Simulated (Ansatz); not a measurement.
Species: GaH3, charge -1, doublet. GaH3- (parent SMILES [GaH3], doublet).
B3LYP-D3(BJ)/def2-TZVP minimum from Ansatz (a first-principles code):
```
Ga
H 1 1.6277
H 1 1.6277 2 111.23
H 1 1.6277 2 111.23 3 124.59
```
Charge -1, spin multiplicity 2.

Total energies in aug-cc-pVDZ, 7 correlated electrons, 14 frozen orbitals. Radicals and triplets start from unrestricted determinants; spin-orbit coupling is neglected. Cores are frozen in correlated methods (noble-gas shells, and filled d and f shells in the p block). No relativity. The spin of H3Ga- (parent SMILES [GaH3], doublet) was assumed, and the state is the lowest solution found for it.

```
method    program  energy (Eh)  minus CCSDTQ (mEh)
--------  -------  -----------  ------------------
HF         Ansatz  -1924.92220              120.86
MP2        Ansatz  -1925.01314               29.92
CCSD       Ansatz  -1925.03986                3.20
CCSD(T)    Ansatz  -1925.04227                0.79
CCSDT(Q)   Ansatz  -1925.04304                0.01
CCSDTQ     Ansatz  -1925.04306                0.00
```

Rough core times of Ansatz's runs on a shared machine: CCSD(T) under 20 s, CCSDT(Q) 40 s, CCSDTQ 10 min.
